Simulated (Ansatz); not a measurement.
Calculated with Ansatz (gas phase, PBE0-D4/def2-TZVP geometries, no zero-point term in ΔE). CCSD(T)/CBS adds triple-zeta CCSD(T) − MP2 to the extrapolated MP2 energy (def2 sets, frozen cores). This one scheme is used for every species. DFT in def2-TZVPP. Each species was taken in one conformer, which may not be the lowest.

Consider the substitution at a C–N bond: `FC/N=C/Cl` + `O[SiH2][SiH3]` → `FCO[SiH2][SiH3]` + `N=CCl`.

| level | ΔE (kJ/mol) |
| --- | --- |
| PBE0-D4 | 21.3 |
| ωB97X-V | 17.1 |
| HF/def2-TZVPP | 14.8 |
| HF/CBS(def2) | 14.6 |

What does CCSD(T)/CBS give? (An estimate is asked.)

Ansatz gave: +19.6 kJ/mol. The listed levels differ from it by 1.7, -2.5, -4.8, -5.0 kJ/mol.

Largest T1 diagnostic among the species: 0.013.

The D4 term adds −3.4 kJ/mol with B3LYP and −1.9 kJ/mol with PBE0; it sums over pairs of atoms, weighted by their polarisabilities, and B3LYP, whose exchange is more repulsive, gets the larger term.

B3LYP here is the variant with VWN-RPA as its local correlation; programs differ in this.
